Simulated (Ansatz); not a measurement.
Ansatz (a program for electronic structure) input:
A basis named .json is the Basis Set Exchange file of that set.

Ansatz 0.2 input:
```yaml
crystal:
  periodic: [false, false, false]
  atoms:
    - {symbol: C, position_ang: [2.22081277, 1.51536926, 0.09236522]}
    - {symbol: Si, position_ang: [1.79990069, -0.12585361, -0.72831278]}
    - {symbol: Si, position_ang: [-0.08125231, -1.10295497, 0.27714010]}
    - {symbol: N, position_ang: [-1.37044872, 0.04984283, 0.34444841]}
    - {symbol: C, position_ang: [-2.45442924, -0.10092921, 1.29849126]}
    - {symbol: C, position_ang: [-1.74735996, 0.82235666, -0.82432541]}
    - {symbol: H, position_ang: [1.37696767, 2.20389670, 0.02342073]}
    - {symbol: H, position_ang: [2.44577790, 1.36925088, 1.15027147]}
    - {symbol: H, position_ang: [3.08584843, 1.98476574, -0.37902034]}
    - {symbol: H, position_ang: [2.94286853, -1.07056013, -0.61468612]}
    - {symbol: H, position_ang: [1.55774096, 0.08837931, -2.18069325]}
    - {symbol: H, position_ang: [0.21660267, -1.48289399, 1.68245489]}
    - {symbol: H, position_ang: [-0.42366802, -2.37397429, -0.43533562]}
    - {symbol: H, position_ang: [-2.82105095, 0.88179295, 1.61585225]}
    - {symbol: H, position_ang: [-3.30897512, -0.65452708, 0.88233240]}
    - {symbol: H, position_ang: [-2.10846193, -0.63173650, 2.18557860]}
    - {symbol: H, position_ang: [-2.09676672, 1.81790941, -0.52838868]}
    - {symbol: H, position_ang: [-2.55331851, 0.34755171, -1.40266762]}
    - {symbol: H, position_ang: [-0.89564231, 0.95378505, -1.49302659]}
basis:
  gaussian:
    orbitals: def2-QZVPP.json
hamiltonian:
  xc: {name: PBE0}
```

Predict the final energy.

-755.54572 Eh (PBE0/def2-QZVPP). The basis has 758 functions.
